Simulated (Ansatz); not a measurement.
Ideal-gas functions of CH2ClFOZn, SMILES `O[CH](Cl)[Zn][F]` at 800 K and 1 bar, from an Ansatz frequency run at PBE0-D4/def2-TZVP.

Molar mass 149.87 g/mol, point group C1 (symmetry number 1), electronic degeneracy 1, moments of inertia 95.303, 361.181, 441.276 u Å². Harmonic wavenumbers (cm⁻¹, unscaled): 74, 107, 178, 267, 354, 447, 524, 639, 709, 1109, 1166, 1231, 1417, 3128, 3854.

Use S(trans) = R[1.5 ln M + 2.5 ln T − 1.1517]; rotational temperatures θ = 24.2544 K / I; S(rot) = R[ln(√π/σ · √(T³/θAθBθC)) + 1.5]; for each mode x = 1.438777 ν̃/T, S = R[x/(eˣ − 1) − ln(1 − e⁻ˣ)] and H = RT x/(eˣ − 1); 1 cm⁻¹ = 0.0119627 kJ/mol; R = 8.31446 J/(mol·K).

Task: By hand: the entropy, in J/(mol·K).

Result: Translation 191.9. Rotation: θ = 0.2545, 0.0672, 0.055 K, giving 129.6. Vibration, mode by mode: 25.09, 22.03, 17.82, 14.49, 12.21, 10.35, 9.11, 7.60, 6.84, 3.83, 3.53, 3.22, 2.47, 0.20, 0.06, in all 138.9. Electronic 0.0. Sum 460.4 J/(mol·K).

Task: By hand: H − E and G − E in kJ/mol, counted from the electronic energy.

Result: Zero-point energy ½ × 15204 × 0.0119627 = 90.9; thermal vibration 50.5; translation, rotation and pV give 4 RT = 26.6. H − E = 168.0 kJ/mol, and G − E = 168.0 − 800 × 460.4/1000 = -200.3 kJ/mol.

Vibration gives 30 % of the entropy, 47.1 J/(mol·K) of it from the modes under 150 cm⁻¹: soft modes count most, and the harmonic formula is weakest for them. The sum counts one conformer and one mirror image; others add a mixing term.
